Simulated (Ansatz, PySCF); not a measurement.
Molecule: AlI (charge 0, singlet). SMILES: [I][Al]
Geometry: optimised at B3LYP-D3(BJ)/def2-TZVP (Ansatz, a program for electronic structure).

Property: vertical triplet-singlet gap, E(triplet) - E(singlet), in eV. Set-up: frozen cores in correlated levels (noble-gas shells and the d and f shells of earlier blocks); spin-orbit terms left out; LANL2DZ with its own core potentials from Na on; six Cartesian d functions in 6-31G* and its kin unless marked 5d; def2 sets with scalar-relativistic core potentials past Kr; UHF or UKS for open shells; each state is the SCF solution reached for its charge and spin; STO-3G and 3-21G all-electron and non-relativistic. First-principles rows: single points at B3LYP-D3(BJ) geometries (Ansatz). Levels can end on unlike triplets.

```
level                                    program  vertical triplet-singlet gap, E(triplet) - E(singlet) (eV)
---------------------------------------  -------  ----------------------------------------------------------
HF/6-31G* with LANL2DZ past Ar            Ansatz                                                        1.96
PBE/6-31G* with LANL2DZ past Ar           Ansatz                                                        2.60
B3LYP/3-21G                               Ansatz                                                        2.66
B3LYP/6-31G* with LANL2DZ past Ar         Ansatz                                                        2.75
M06-2X/6-31G* with LANL2DZ past Ar (5d)    PySCF                                                        2.72
MP2/6-31G* with LANL2DZ past Ar           Ansatz                                                        2.45
PBE/def2-TZVPD                            Ansatz                                                        2.57
wB97M-V/def2-TZVPD                        Ansatz                                                        3.02
```

No value to compare with is used here. The 6 habitual levels span 1.96 (HF/6-31G* with LANL2DZ past Ar) to 2.75 eV (B3LYP/6-31G* with LANL2DZ past Ar); wB97M-V/def2-TZVPD gives 3.02.

The levels are drawn from those run, B3LYP/6-31G* more often than the rest, none by its result; left out are runs that failed, that the program found above a lower state of the same kind, or whose <S^2> lies over 0.5 above the pure value.
